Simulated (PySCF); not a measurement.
## State search for TlCl⁺

Unrestricted PBE0; basis Tl def2-SVPD with ECP60, Cl def2-SVPD; scalar-relativistic core potentials; PySCF 2.14. Outer shells of the fragments: Tl+ 5d10 6s2; Cl 3s2 3p5.

Followed along the bond (rough minima from three points):

```json
{"2Ms+1": "2", "unpaired": "π ↑", "⟨S²⟩ at the start": "0.75", "R at minimum (Å)": "3.24", "Te (eV)": "0.00"}
{"2Ms+1": "2", "unpaired": "σ ↑", "⟨S²⟩ at the start": "0.76", "R at minimum (Å)": "2.73", "Te (eV)": "0.21"}
{"2Ms+1": "4", "unpaired": "σ ↑, π ↑↑", "⟨S²⟩ at the start": "3.76", "R at minimum (Å)": "2.75", "Te (eV)": "5.98"}
```

Solutions found at the starting distance of 2.500 Å, counted from the lowest of them; the search is not exhaustive and high or unbound solutions are not listed, so other states can lie among these:

```tsv
2Ms+1	unpaired	term	E (eV)	⟨S²⟩	⟨Lz²⟩	μ (D)
2	σ ↑	²Σ⁺	0.00	0.76	0.00	-1.33
2	π ↑	²Π	0.54	0.75	1.01	1.65
4	σ ↑, π ↑↑	mixed	5.89	3.76	2.01	2.99
4	σ ↑, π ↑↑	mixed	6.01	3.76	2.01	3.07
2	σ ↑, π ↑↓	mixed	6.55	1.76	2.01	3.49
4	σ ↑↑, π ↑	⁴Π	7.36	3.75	1.01	3.95
```

A term symbol is given only where ⟨S²⟩ and ⟨Lz²⟩ are close to those of a pure state; real π, δ and φ orbitals otherwise mix terms. A positive dipole points towards Cl; it is taken about the centre of mass and depends on that origin.

Q: Compare the gap between the two lowest followed solutions at the starting distance with the gap between their minima.

A: At PBE0 the second solution (doublet, unpaired electrons σ ↑) lies -0.54 eV from the first (doublet, unpaired electrons π ↑) at 2.500 Å and +0.21 eV at the minima; the two curves relax by different amounts, since their minima lie near 2.73 and 3.24 Å.

Spin–orbit coupling is left out, which matters for elements this heavy, above all for dissociation energies. Counting both spins, an empty level lies below a filled one in some of these solutions, because spin and occupation are held.
